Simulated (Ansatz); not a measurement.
Computed with Ansatz.

A structure relaxed at PBE0-D4/def2-TZVP, charge 0, multiplicity 1:

```
atom    x (Å)    y (Å)    z (Å)
 Cl1   0.3514   1.9722   1.6599
  C2  -0.5212   0.6522   0.8293
 Si3   0.5585   0.0273  -0.5771
 Se4  -0.4875  -1.6440  -1.7245
  H5  -0.7304  -0.1245   1.5652
  H6  -1.4683   1.0501   0.4652
  H7   0.7598   1.1118  -1.5658
  H8   1.8519  -0.4371  -0.0227
  H9  -0.3141  -2.6080  -0.6294
```

(1) Give its formula and SMILES.

(2) Summarise the bond lengths by kind.

Answers

(1) CH5ClSeSi, `ClC[SiH2][SeH]`.

(2) 1 × C–Cl 1.787 Å; 1 × C–Si 1.880 Å; 2 × C–H 1.090 Å; 1 × Se–Si 2.281 Å; 2 × H–Si 1.481 to 1.482 Å; 1 × H–Se 1.469 Å.
